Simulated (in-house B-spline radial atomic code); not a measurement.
V⁸⁺. Computed with a B-spline radial atomic code. Model: all-electron spherical atom, spin shells full or empty, radial basis limit, no spin-orbit coupling: exact exchange with a local potential (Slater, KLI or optimised effective potential, whose far tail is KLI's), no correlation.

Exchange potential has not reached -1/r at the last radius.

The run also made RPA and GW results, which its time includes.

The Slater potential averages the orbital exchange potentials with the orbital densities as weights, KLI adds orbital constants, and the optimised effective potential minimises the exact-exchange energy among local potentials. So their energies lie above Hartree-Fock in the order OEP, KLI, Slater. All fall off as −1/r, unlike LDA and GGA exchange.

Command:
```bash
python run_gw.py task.json out
```
Settings (nuclear radius in fm, other lengths in bohr, energies in hartree):
```
Z                      23
electrons              15
configuration          [Ne] 3s2 3p3
hamiltonian            x2c
method                 oep
lmax                   9
rms_radius             3.6002
spin_polarised         True
box_radius             7.7
intervals              98
```

Run time, properties included: 2.9 s on 1 thread of Intel(R) Xeon(R) 6975P-C (Granite Rapids), on a shared host.

Given: hamiltonian one-electron scalar X2C; mean-field start exchange-only OEP.

Computed: energy above Hartree-Fock 4.7989 millihartree.

```json
{"radius (bohr)": "0.00217", "r times exchange potential up (hartree bohr)": "-0.041869", "r times exchange potential down (hartree bohr)": "-0.041604"}
{"radius (bohr)": "0.00263", "r times exchange potential up (hartree bohr)": "-0.050696", "r times exchange potential down (hartree bohr)": "-0.050374"}
{"radius (bohr)": "0.00317", "r times exchange potential up (hartree bohr)": "-0.061025", "r times exchange potential down (hartree bohr)": "-0.060635"}
{"radius (bohr)": "0.00383", "r times exchange potential up (hartree bohr)": "-0.073581", "r times exchange potential down (hartree bohr)": "-0.073109"}
{"radius (bohr)": "0.00463", "r times exchange potential up (hartree bohr)": "-0.088696", "r times exchange potential down (hartree bohr)": "-0.088124"}
{"radius (bohr)": "0.00559", "r times exchange potential up (hartree bohr)": "-0.10666", "r times exchange potential down (hartree bohr)": "-0.10596"}
{"radius (bohr)": "0.00675", "r times exchange potential up (hartree bohr)": "-0.12807", "r times exchange potential down (hartree bohr)": "-0.12722"}
{"radius (bohr)": "0.00816", "r times exchange potential up (hartree bohr)": "-0.15359", "r times exchange potential down (hartree bohr)": "-0.15257"}
{"radius (bohr)": "0.00986", "r times exchange potential up (hartree bohr)": "-0.18356", "r times exchange potential down (hartree bohr)": "-0.18231"}
{"radius (bohr)": "0.0119", "r times exchange potential up (hartree bohr)": "-0.21823", "r times exchange potential down (hartree bohr)": "-0.21671"}
{"radius (bohr)": "0.0144", "r times exchange potential up (hartree bohr)": "-0.25866", "r times exchange potential down (hartree bohr)": "-0.2568"}
{"radius (bohr)": "0.0174", "r times exchange potential up (hartree bohr)": "-0.30397", "r times exchange potential down (hartree bohr)": "-0.3017"}
{"radius (bohr)": "0.021", "r times exchange potential up (hartree bohr)": "-0.35352", "r times exchange potential down (hartree bohr)": "-0.35075"}
{"radius (bohr)": "0.0253", "r times exchange potential up (hartree bohr)": "-0.40576", "r times exchange potential down (hartree bohr)": "-0.40237"}
{"radius (bohr)": "0.0306", "r times exchange potential up (hartree bohr)": "-0.4598", "r times exchange potential down (hartree bohr)": "-0.4557"}
{"radius (bohr)": "0.037", "r times exchange potential up (hartree bohr)": "-0.5105", "r times exchange potential down (hartree bohr)": "-0.5056"}
{"radius (bohr)": "0.0447", "r times exchange potential up (hartree bohr)": "-0.55182", "r times exchange potential down (hartree bohr)": "-0.54608"}
{"radius (bohr)": "0.054", "r times exchange potential up (hartree bohr)": "-0.57556", "r times exchange potential down (hartree bohr)": "-0.56911"}
{"radius (bohr)": "0.0652", "r times exchange potential up (hartree bohr)": "?", "r times exchange potential down (hartree bohr)": "?"}
{"radius (bohr)": "0.0788", "r times exchange potential up (hartree bohr)": "-0.54135", "r times exchange potential down (hartree bohr)": "-0.52756"}
{"radius (bohr)": "0.0951", "r times exchange potential up (hartree bohr)": "-0.51751", "r times exchange potential down (hartree bohr)": "-0.48885"}
{"radius (bohr)": "0.115", "r times exchange potential up (hartree bohr)": "-0.57462", "r times exchange potential down (hartree bohr)": "-0.52842"}
{"radius (bohr)": "0.139", "r times exchange potential up (hartree bohr)": "-0.71453", "r times exchange potential down (hartree bohr)": "-0.66419"}
{"radius (bohr)": "0.168", "r times exchange potential up (hartree bohr)": "-0.86317", "r times exchange potential down (hartree bohr)": "-0.81319"}
{"radius (bohr)": "0.203", "r times exchange potential up (hartree bohr)": "-0.9823", "r times exchange potential down (hartree bohr)": "-0.93"}
{"radius (bohr)": "0.245", "r times exchange potential up (hartree bohr)": "-1.0577", "r times exchange potential down (hartree bohr)": "-1.0069"}
{"radius (bohr)": "0.296", "r times exchange potential up (hartree bohr)": "-1.074", "r times exchange potential down (hartree bohr)": "-1.0315"}
{"radius (bohr)": "0.357", "r times exchange potential up (hartree bohr)": "-0.98841", "r times exchange potential down (hartree bohr)": "-0.98749"}
{"radius (bohr)": "0.431", "r times exchange potential up (hartree bohr)": "-0.77237", "r times exchange potential down (hartree bohr)": "-0.85555"}
{"radius (bohr)": "0.521", "r times exchange potential up (hartree bohr)": "-0.81567", "r times exchange potential down (hartree bohr)": "-0.66516"}
{"radius (bohr)": "0.629", "r times exchange potential up (hartree bohr)": "-1.127", "r times exchange potential down (hartree bohr)": "-0.71331"}
{"radius (bohr)": "0.76", "r times exchange potential up (hartree bohr)": "-1.3082", "r times exchange potential down (hartree bohr)": "-0.88505"}
{"radius (bohr)": "0.918", "r times exchange potential up (hartree bohr)": "-1.393", "r times exchange potential down (hartree bohr)": "-0.95308"}
{"radius (bohr)": "1.11", "r times exchange potential up (hartree bohr)": "-1.3993", "r times exchange potential down (hartree bohr)": "-0.98018"}
{"radius (bohr)": "1.34", "r times exchange potential up (hartree bohr)": "?", "r times exchange potential down (hartree bohr)": "?"}
{"radius (bohr)": "1.62", "r times exchange potential up (hartree bohr)": "-1.2617", "r times exchange potential down (hartree bohr)": "-0.99919"}
{"radius (bohr)": "1.96", "r times exchange potential up (hartree bohr)": "-1.1868", "r times exchange potential down (hartree bohr)": "-0.9982"}
```

Question: What belongs in the row 0.0652?

Answer: r times exchange potential up (hartree bohr): -0.57255; r times exchange potential down (hartree bohr): -0.5645.

Question: What belongs in the row 1.34?

Answer: r times exchange potential up (hartree bohr): -1.3432; r times exchange potential down (hartree bohr): -0.9944.

```json
{"occupied": "1s up", "level (hartree)": "-204.14", "Hartree-Fock level (hartree)": "-209.47"}
{"occupied": "1s down", "level (hartree)": "-203.96", "Hartree-Fock level (hartree)": "-209.35"}
{"occupied": "2s up", "level (hartree)": "-29.092", "Hartree-Fock level (hartree)": "-30.572"}
{"occupied": "2s down", "level (hartree)": "-28.945", "Hartree-Fock level (hartree)": "-30.479"}
{"occupied": "2p up", "level (hartree)": "?", "Hartree-Fock level (hartree)": "?"}
{"occupied": "2p down", "level (hartree)": "-25.263", "Hartree-Fock level (hartree)": "-26.345"}
{"occupied": "3s up", "level (hartree)": "-8.5573", "Hartree-Fock level (hartree)": "-8.8199"}
{"occupied": "3s down", "level (hartree)": "?", "Hartree-Fock level (hartree)": "?"}
{"occupied": "3p up", "level (hartree)": "-7.5114", "Hartree-Fock level (hartree)": "-7.5112"}
```

Question: What belongs in the row 2p up?

Answer: level (hartree): -25.451; Hartree-Fock level (hartree): -26.521.

Question: What belongs in the row 3s down?

Answer: level (hartree): -8.116; Hartree-Fock level (hartree): -8.1156.

```csv
empty,level (hartree)
3p down,-7.0817
3d up,-5.9351
3d down,-5.5562
4s up,-3.9485
4s down,-3.7854
4p up,-3.5764
4p down,-3.4266
4d up,-3.0405
4d down,?
4f up,?
4f down,-2.5804
```

Question: What belongs in the row 4d down?

Answer: level (hartree): -2.9175.

Question: What belongs in the row 4f up?

Answer: level (hartree): -2.7474.

The highest level, 3p up, differs from Hartree-Fock by -0.0071 eV and the deepest, 1s up, by +145 eV: a local potential can match the highest level but can't give each shell its own exchange.
